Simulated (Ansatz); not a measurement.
`[AlH]1[SiH2][S]1` + `CN([SiH2]O)[SiH](O)F` → `[F][Al]1[SiH2][S]1` + `CN([SiH2]O)[SiH2]O`  (redistribution)

Program: Ansatz. Geometries: PBE0-D4/def2-TZVP. ΔE: electronic, gas phase. CCSD(T)/CBS is the MP2 limit (def2-TZVPP, def2-QZVPP) plus CCSD(T) − MP2 in def2-TZVPP, frozen cores. DFT in def2-TZVPP. B3LYP here is the variant with VWN-RPA as its local correlation; programs differ in this. Each species was taken in one conformer, which may not be the lowest.

(1) Is it downhill or uphill in electronic energy at CCSD(T)/CBS, and by how much? (Best estimate.)

(2) What do these levels give: PBE-D4, B3LYP-D4, ωB97X-V, ωB97M-V, B2PLYP, r2SCAN, PBE0, B3LYP, MP2/def2-TZVPP, CCSD(T)/def2-TZVPP, SCS-MP2/def2-QZVPP, HF/CBS(def2)? (An estimate is asked.)

Largest T1 diagnostic among the species: 0.015.

Answers

(1) Ansatz gave: Nearly level: ΔE = -2.3 kJ/mol.

(2) The calculation gave: PBE-D4 -4.2, B3LYP-D4 -2.6, ωB97X-V -0.2, ωB97M-V 1.0, B2PLYP -4.1, r2SCAN 0.3, PBE0 -0.9, B3LYP -3.8, MP2/def2-TZVPP -5.7, CCSD(T)/def2-TZVPP -2.3, SCS-MP2/def2-QZVPP -5.4, HF/CBS(def2) 5.8 kJ/mol.

From PBE to PBE0 (25 % exact exchange), in def2-TZVPP and without D4, ΔE moves by +4.0 kJ/mol. In def2-TZVPP, CCSD(T) changes the Hartree–Fock value by −7.8 kJ/mol (the triples alone add −0.7 kJ/mol) and MP2 by −11.3 kJ/mol.
